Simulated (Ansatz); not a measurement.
Species: SiNH₂Cl, charge 0, singlet. SiNH2Cl (SMILES N[Si]Cl).
B3LYP-D3(BJ)/def2-TZVP minimum from Ansatz (a quantum-chemistry and plane-wave program):
```
N
H 1 1.0100
H 1 1.0107 2 112.83
Si 1 1.7065 2 121.19 3 180.00
Cl 4 2.1232 1 98.36 2 -180.00
```
Charge 0, spin multiplicity 1.

Hartree-Fock and CCSD correlation energies in hartree (Ansatz). Radicals and triplets start from unrestricted determinants; spin-orbit coupling is neglected. Correlated methods leave the cores frozen. No relativity.

```csv
basis,X,E(HF),"E(corr, CCSD)"
cc-pV(T+d)Z,3,-804.16494,-0.53623
cc-pV(Q+d)Z,4,-804.17574,-0.57376
cc-pV(5+d)Z,5,-804.17805,withheld
```

Question: Fit E(corr) = E∞ + A/X³ to X = 3 and 4, predict X = 5, and compare with the run.

Answer: A = (-0.53623 - (-0.57376))/(1/27 - 1/64) = 1.7528; E∞ = -0.57376 - A/64 = -0.60115; at X = 5, E∞ + A/125 = -0.58712. The run gave -0.58626, 0.86 mEh above the prediction. The same form on X = 4 and 5 gives E∞ = -0.59937, 1.77 mEh above the first estimate.
